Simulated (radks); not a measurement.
Problem. These are the eigenvalues of the occupied orbitals of an atom or ion with whole-number occupations (hartree). Method: scalar-relativistic Kohn-Sham, PBE, spin-polarised, spherical densities, finite nucleus; Fermi nuclear charge, rms radius of each element as measured or else 0.836 A^(1/3) + 0.57 fm; computed with a radial shooting solver on a logarithmic mesh with Libxc functionals.

| orbital | eigenvalue |
|---|---|
| 1s up | -1424.189 |
| 1s down | -1424.188 |
| 2s up | -226.9016 |
| 2s down | -226.9003 |
| 2p up | -203.3948 |
| 2p down | -203.3938 |
| 3s up | -48.69980 |
| 3s down | -48.69900 |
| 3p up | -41.19235 |
| 3p down | -41.19149 |
| 3d up | -30.40387 |
| 3d down | -30.40270 |
| 4s up | -10.00544 |
| 4s down | -10.00317 |
| 4p up | -7.56388 |
| 4p down | -7.56172 |
| 4d up | -4.03038 |
| 4d down | -4.02798 |
| 5s up | -1.64913 |
| 5s down | -1.63398 |
| 5p up | -1.04441 |
| 5p down | -1.02289 |
| 5d up | -0.32780 |
| 6s up | -0.32219 |

Which element is it, and in what charge state? The configuration may be excited. Open shells, if any, are filled with parallel spins first.

Solution. Z = 57, lanthanum, charge +1: La+ in [Xe] 5d1 6s1. The list shows which subshells hold electrons but not how many an open one holds; the 1s level, -1424.2 hartree, gives Z - s = 53.4 by -(Z - s)^2/2, which with screening and relativity narrows Z to a few neighbours, and the depths of the outer levels then fix element, charge and occupations together.
